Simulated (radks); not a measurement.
Question: These are the eigenvalues of the occupied orbitals of an atom or ion with whole-number occupations (eV). Calculated with a radial shooting solver on a logarithmic mesh with Libxc functionals: scalar-relativistic Kohn-Sham, r2SCAN, spin-polarised, spherical densities, finite nucleus; meta-GGA in the generalised Kohn-Sham scheme; Fermi nuclear charge, rms radius of each element as measured or else 0.836 A^(1/3) + 0.57 fm.

orbital  eigenvalue
1s up     -88492.99
1s down   -88492.68
2s up     -16112.61
2s down   -16112.54
2p up     -13866.52
2p down   -13866.32
3s up     -4109.908
3s down   -4109.809
3p up     -3462.927
3p down   -3462.786
3d up     -2801.298
3d down   -2801.137
4s up     -1168.100
4s down   -1167.796
4p up     -954.6488
4p down   -954.3572
4d up     -706.0733
4d down   -705.7275
4f up     -431.6167
4f down   -431.1696
5s up     -427.5088
5s down   -425.1686
5p up     -360.8155
5p down   -358.4766

Which element is it, and in what charge state? The configuration may be excited. Open shells, if any, are filled with parallel spins first.

Answer: Z = 82, lead, charge +15: Pb15+ in [Kr] 4d10 4f14 5s2 5p5. The list shows which subshells hold electrons but not how many an open one holds; the 1s level, -3252.1 hartree, gives Z - s = 80.6 by -(Z - s)^2/2, which with screening and relativity narrows Z to a few neighbours, and the depths of the outer levels then fix element, charge and occupations together.
